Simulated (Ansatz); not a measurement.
`[SiH3][AsH][SiH3]` + `BCO[SiH3]` → `BCO[SiH2][SiH3]` + `[SiH3][AsH2]`  (formal exchange of groups at the Si–As bond)

Program: Ansatz. Geometries: PBE0-D4/def2-TZVP. ΔE: electronic, gas phase. CBS: MP2 limit from def2 TZ/QZ plus the TZ coupled-cluster correction, frozen cores. Functionals use def2-TZVPP. B3LYP here is the variant with VWN-RPA as its local correlation; programs differ in this. HSE06 is defined as in plane-wave codes. For As outer-core shells are correlated without core-valence functions, which leaves a few kJ/mol of doubt a bond. Scalar relativity is left out up to krypton. Each species was taken in one conformer, which may not be the lowest.

`[SiH3][AsH][SiH3]`:

```xyz
10

Si   -0.834   -1.186    0.937
As   -0.924   -0.121   -1.168
Si    1.141    0.977   -0.851
H     0.178   -2.271    0.849
H    -2.162   -1.785    1.231
H    -0.461   -0.265    2.043
H    -1.720    1.057   -0.621
H     2.217   -0.036   -1.006
H     1.300    2.017   -1.901
H     1.266    1.614    0.487
```

`BCO[SiH3]`:

```xyz
11

B    -1.934   -0.130   -0.938
C    -0.657    0.340   -0.200
O     0.349   -0.641   -0.041
Si    1.766   -0.313    0.723
H    -2.808    0.673   -1.091
H    -2.058   -1.245   -1.345
H    -0.269    1.224   -0.741
H    -0.972    0.750    0.778
H     2.560   -1.563    0.702
H     1.521    0.123    2.127
H     2.502    0.781    0.026
```

`BCO[SiH2][SiH3]`:

Cartesian coordinates in Å:
```
B 1.925 1.994 -0.644
C 0.680 1.230 -0.131
O 0.952 0.035 0.574
Si -0.246 -0.905 1.205
Si -1.647 -1.807 -0.452
H 3.034 1.594 -0.459
H 1.738 3.013 -1.243
H 0.027 1.042 -1.004
H 0.089 1.931 0.489
H -1.086 -0.106 2.149
H 0.434 -1.989 1.957
H -2.326 -0.733 -1.229
H -0.878 -2.654 -1.405
H -2.696 -2.645 0.193
```

`[SiH3][AsH2]`:

Z-matrix (Å, degrees):
```
Si
As 1 2.365
H 1 1.486 2 113.4
H 1 1.486 2 108.2 3 -121.1
H 1 1.486 2 108.2 3 121.1
H 2 1.523 1 92.0 3 -46.4
H 2 1.523 1 92.0 3 45.8
```

**Question.** Is it downhill or uphill in electronic energy at CCSD(T)/CBS, and by how much? (Best estimate.)

**Answer.** The calculation gave: Uphill: ΔE = +43.4 kJ/mol.

**Question.** What do these levels give: LDA (SPW92), revPBE-D4, PBE0-D4, B3LYP-D4, HSE06-D4, PBE-QIDH, PBE, r2SCANh, r2SCAN0, BHLYP, CAM-B3LYP, CCSD(T)/def2-TZVPP? (An estimate is asked.)

**Answer.** The calculation gave: LDA (SPW92) 30.8, revPBE-D4 34.1, PBE0-D4 37.0, B3LYP-D4 38.7, HSE06-D4 37.1, PBE-QIDH 43.9, PBE 31.8, r2SCANh 39.5, r2SCAN0 41.2, BHLYP 40.8, CAM-B3LYP 37.1, CCSD(T)/def2-TZVPP 41.5 kJ/mol.

**Question.** What do rigid-rotor, harmonic-oscillator terms from PBE0-D4/def2-TZVP frequencies (298.15 K, 1 bar) make of the CCSD(T)/CBS value? (Best estimate.)

**Answer.** Computed: ΔZPE = -2.5 kJ/mol, ΔH = +41.2 kJ/mol, ΔS = 1 J/(mol·K), ΔG = +41.0 kJ/mol. Modes under 50 cm⁻¹ make the entropy rough.

Largest T1 diagnostic among the species: 0.012.

From BLYP to BHLYP (50 % exact exchange), in def2-TZVPP and without D4, ΔE moves by +7.6 kJ/mol. Leaving LDA and LC-ωPBE aside and taking each functional with its dispersion term where it has one, the values, not all of them listed here, spread over 12.7 kJ/mol, from B97M-V to PBE-QIDH. At CCSD(T), def2-SVP lies −5.6 kJ/mol from the extrapolated value and def2-TZVPP −1.9 kJ/mol.
